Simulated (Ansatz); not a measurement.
`[Cl][GeH2][NH][SiH](Cl)Cl` + `[SiH3]Cl` → `Cl[SiH2][GeH2][Cl]` + `N[SiH](Cl)Cl`  (formal exchange of groups at a Ge–N bond)

Calculated with Ansatz (gas phase, PBE0-D4/def2-TZVP geometries, no zero-point term in ΔE). CCSD(T)/CBS is the MP2 limit (def2-TZVPP, def2-QZVPP) plus CCSD(T) − MP2 in def2-TZVPP, frozen cores. This one scheme is used for every species. Functionals use def2-TZVPP. For Ge outer-core shells are correlated without core-valence functions, which leaves a few kJ/mol of doubt a bond. Scalar relativity is left out up to krypton. Each species was taken in one conformer, which may not be the lowest.

| level | ΔE (kJ/mol) | difference from CCSD(T)/CBS |
| --- | --- | --- |
| PBE-D4 | -5.2 | -18.1 |
| r2SCAN-D4 | 4.3 | -8.6 |
| ωB97X-V | 11.5 | -1.4 |
| ωB97M-V | 11.2 | -1.7 |
| B2PLYP | 11.3 | -1.6 |
| SCS-MP2/def2-TZVPP | 24.6 | 11.7 |
| CCSD/def2-TZVPP | 17.7 | 4.8 |
| MP2/def2-QZVPP | 20.0 | 7.1 |
| SCS-MP2/def2-QZVPP | 22.0 | 9.1 |
| MP2/CBS(def2) | 17.7 | 4.8 |
| CCSD(T)/CBS | 12.9 | 0 |

Largest T1 diagnostic among the species: 0.010.

From PBE to PBE0 (25 % exact exchange), in def2-TZVPP and without D4, ΔE moves by +5.3 kJ/mol. The D4 term adds +5.7 kJ/mol with B3LYP and +3.3 kJ/mol with PBE0; it sums over pairs of atoms, weighted by their polarisabilities, and B3LYP, whose exchange is more repulsive, gets the larger term.

B3LYP here is the variant with VWN-RPA as its local correlation; programs differ in this.
